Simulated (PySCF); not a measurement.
Se(F)4 cation (F4Se), SMILES F[Se](F)(F)F (connectivity only; charge and spin as stated), charge +1, multiplicity 2.

Coordinates come from a B3LYP-D3(BJ)/def2-SVP optimisation. The multiplicity is an assumed one; other spin states were not compared. The isomer is the one that the SMILES or the coordinates give; other isomers of the formula were not compared.

Calculation: PBE0/def2-TZVP (PySCF).

Gas-phase values at a fixed geometry.

The total energy is -2799.96915 hartree, the point group comes out as C2v and the α spin, highest occupied and lowest empty level is -17.94 and -9.97 eV. The β spin, highest occupied and lowest empty level comes out as -19.87 and -13.97 eV and the dipole moment about the centre of nuclear charge is 1.30 D. The mean static polarisability comes out as 29.4 bohr³ (4.36 Å³) and the polarisability, principal values is 22.4, 25.9, 39.9 bohr³. The ⟨S²⟩ comes out as 0.761 (pure state 0.75).
